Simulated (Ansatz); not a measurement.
Basis sets compared for PPSbSb tetrahedron (Sb₂P₂). Charge 0, multiplicity 1. Geometry r2SCAN-D4/def2-SVP. Ansatz on 4 threads of Intel Xeon on a shared host; times are rough, and most runs start from earlier orbitals.

```xyz
4

P     0.692   -1.115   -0.593
P     1.071    0.696    0.667
Sb   -0.653    0.968   -1.195
Sb   -1.110   -0.549    1.122
```

In the def2 sets Sb takes a core potential, while STO-3G treats all electrons; there is no spin–orbit coupling.

STO-3G and 6-31G are all-electron sets without relativity, so their totals don't compare with the def2 sets.

Binding counts from free atoms (P quartet, Sb quartet) in the same basis, without a counterpoise term.

| level | functions | energy (Eh) | HOMO (eV) | LUMO (eV) | binding per atom (eV) | wall time |
| --- | --- | --- | --- | --- | --- | --- |
| HF/STO-3G | 72 | -13176.6260 | -5.68 | 5.17 | – | 1.1 s |
| PBE-D4/def2-SVP | 88 | -1162.7815 | -5.76 | -2.24 | 2.74 | 1.3 s |
| PBE0-D4/def2-SVP | 88 | -1162.8471 | -6.69 | -1.66 | 2.50 | 2.1 s |

Problem. Estimate the rows for HF/def2-TZVP, PBE-D4/def2-TZVP, PBE0-D4/def2-TZVP.

Solution. 
```tsv
level	functions	energy (Eh)	HOMO (eV)	LUMO (eV)	binding per atom (eV)	wall time
HF/def2-TZVP	174	-1160.0832	-8.31	0.89	0.74	4.8 s
PBE-D4/def2-TZVP	174	-1163.0402	-5.74	-2.29	2.85	2.3 s
PBE0-D4/def2-TZVP	174	-1163.1037	-6.63	-1.68	2.64	4.4 s
```
